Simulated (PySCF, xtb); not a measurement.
Ga(H)(F)(NH2) (FGaH3N), SMILES [GaH]([NH2])[F]. Other conformers were not sampled.

Harmonic wavenumbers (cm⁻¹) from GFN2-xTB run with xtb at its own minimum, in rising order: 135, 216, 264, 337, 472, 488, 604, 617, 1428, 1831, 3354, 3422.

Task: What does ωB97X-D3(BJ)/def2-TZVP (PySCF) give at its own minimum? (The exact figures need the calculation; the answer reports its results.)

Result: 185, 237, 389, 522, 581, 675, 736, 759, 1569, 2094, 3633, 3735. Paired by order, the mean absolute difference is 163 cm⁻¹ and the zero-point energies are 18.8 and 21.6 kcal/mol.
